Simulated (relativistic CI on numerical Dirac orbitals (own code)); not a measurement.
## Charge states of iridium

Method of calculation: Dirac-Coulomb-Breit CI, orbitals from a KLI potential per configuration, a model potential for QED, valence Slater integrals scaled by 0.9 (own radial code, finite nucleus).

Each species is treated in one configuration, given outside its closed core. Radial values are for the open shell of highest l, unscaled and averaged over j; ζ includes the Breit term. Labels give the leading LS character, summed over repeated terms.

```csv
Ion,Configuration,Its lowest level,LS weight (%),Next level,E (cm⁻¹),g_J,g√(J(J+1)),ζ (cm⁻¹)
Ir²⁴⁺,4d¹⁰4f⁷,⁸S°7/2,80,J = 7/2 (mixed),56073,1.931,7.66,9016
Ir²⁵⁺,4d¹⁰4f⁶,J = 0 (mixed),41,⁷F1,11515,,0.00,9345
Ir²⁶⁺,4d¹⁰4f⁵,⁶H°5/2,59,⁶H°7/2,15216,0.453,1.34,9681
Ir²⁷⁺,4d¹⁰4f⁴,⁵I4,75,⁵I5,20164,0.656,2.93,10020
Ir²⁸⁺,4d¹⁰4f³,⁴I°9/2,78,⁴I°11/2,27908,0.768,3.82,10380
Ir²⁹⁺,4d¹⁰4f²,³H4,86,³F2,21684,0.827,3.70,10730
Ir³⁰⁺,4d¹⁰4f,²F°5/2,100,²F°7/2,38998,0.853,2.52,11100
Ir³¹⁺,4d¹⁰,¹S0,100,,,,0.00,
Ir³²⁺,4d⁹,²D5/2,100,²D3/2,166030,1.196,3.54,66270
Ir³³⁺,4d⁸,³F4,88,J = 2 (mixed),27613,1.216,5.44,67500
Ir³⁴⁺,4d⁷,⁴F9/2,61,J = 3/2 (mixed),38896,1.232,6.13,68740
Ir³⁵⁺,4d⁶,J = 4 (mixed),40,J = 2 (mixed),23963,1.263,5.65,69990
Ir³⁶⁺,4d⁵,J = 5/2 (mixed),27,J = 5/2 (mixed),134340,1.329,3.93,71250
Ir³⁷⁺,4d⁴,³P0,59,⁵D1,150590,,0.00,72530
Ir³⁸⁺,4d³,?,?,?,?,?,?,?
Ir³⁹⁺,4d²,³F2,75,³P0,69045,0.761,1.86,75110
Ir⁴⁰⁺,4d,²D3/2,100,²D5/2,191550,0.794,1.54,76430
Ir⁴¹⁺,3d¹⁰4s²4p⁶,¹S0,100,,,,0.00,
Ir⁴²⁺,3d¹⁰4s²4p⁵,²P°3/2,100,²P°1/2,933120,1.329,2.57,621500
Ir⁴³⁺,3d¹⁰4s²4p⁴,³P2,69,¹S0,73458,1.341,3.29,629800
Ir⁴⁴⁺,3d¹⁰4s²4p³,J = 3/2 (mixed),47,⁴S°3/2,903230,1.357,2.63,638100
Ir⁴⁵⁺,3d¹⁰4s²4p²,³P0,70,³P1,924260,,0.00,646500
Ir⁴⁶⁺,3d¹⁰4s²4p,²P°1/2,100,²P°3/2,983230,0.658,0.57,654900
Ir⁴⁷⁺,3d¹⁰4s²,¹S0,100,,,,0.00,
```

(1) Fill in the row of Ir³⁸⁺.

Answers

(1) Its lowest level J = 3/2 (mixed); LS weight (%) 47; Next level ⁴F5/2; E (cm⁻¹) 155790; g_J 0.705; g√(J(J+1)) 1.36; ζ (cm⁻¹) 73810.
